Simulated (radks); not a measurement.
Problem. Species: Sc4+. Configuration: [Ne] 3s2 3p5. Calculated with a radial shooting solver on a logarithmic mesh with Libxc functionals: Dirac Kohn-Sham, BLYP, spin-unpolarised, spherical densities, point nucleus; open shells fill j = l - 1/2 first. Some entries of the table are withheld. Estimate them.

| orbital | occ. | eigenvalue (eV) | <r^2> (bohr^2) | <r> (bohr) |
|---|---|---|---|---|
| 1s1/2 | 2 | (1) | 0.007175 | (2) |
| 2s1/2 | 2 | -530.4888 | 0.1394 | 0.3432 |
| 2p1/2 | 2 | -447.8444 | 0.1154 | (3) |
| 2p3/2 | 4 | -443.1871 | 0.1172 | (4) |
| 3s1/2 | 2 | -105.4049 | 1.221 | 1.032 |
| 3p1/2 | 2 | -83.6024 | 1.373 | 1.086 |
| 3p3/2 | 3 | -83.0105 | 1.389 | 1.092 |

Solution. 
(1) 1s1/2 eigenvalue (eV): -4455.395
(2) 1s1/2 <r> (bohr): 0.07304
(3) 2p1/2 <r> (bohr): 0.3055
(4) 2p3/2 <r> (bohr): 0.3081
